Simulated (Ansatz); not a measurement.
Relaxation of CH7BFN (11 atoms, charge 0, multiplicity 1), to a largest force component of 0.03 eV/Å in at most 50 steps.

Theory: RKS BLYP-D4/6-31G* (Ansatz).

```xyz
11
Properties=species:S:1:pos:R:3
B 0.046 -0.192 -0.094
H 0.087 -0.538 1.057
N 1.275 -0.191 -0.774
H 2.175 -0.356 -0.327
H 1.355 0.057 -1.760
C -1.339 0.040 -0.821
H -1.963 -0.873 -0.774
H -1.911 0.835 -0.315
H -1.240 0.320 -1.885
F -0.021 2.050 1.078
H 0.089 1.250 1.557
```

**Question.** Where does it end, and by what steps?

**Answer.** It converged. After 8 steps the energy has fallen by 0.067 eV; F10 moved furthest, 0.34 Å.

```
step  energy less start (eV)  largest force component (eV/Å)  accepted
   0                  0.0000                           0.808       yes
   1                 -0.0369                           1.128       yes
   2                 -0.0397                           1.290       yes
   3                  0.1231                           1.831        no
   4                 -0.0583                           0.185       yes
   5                 -0.0354                           0.644        no
   6                 -0.0638                           0.157       yes
   7                 -0.0663                           0.040       yes
   8                 -0.0670                           0.024       yes
```

```xyz
11
Properties=species:S:1:pos:R:3
B 0.073 -0.209 -0.148
H 0.141 -0.436 1.050
N 1.297 -0.216 -0.829
H 2.198 -0.357 -0.376
H 1.373 -0.044 -1.832
C -1.321 0.032 -0.844
H -2.010 -0.815 -0.664
H -1.798 0.920 -0.390
H -1.259 0.197 -1.934
F -0.135 2.133 1.392
H -0.007 1.197 1.516
```

Whether the end is a true minimum wasn't checked by a vibrational analysis.

The run took 23 s on 1 thread of Arm Neoverse V2, with other jobs on the host, peak memory 0.15 GiB.
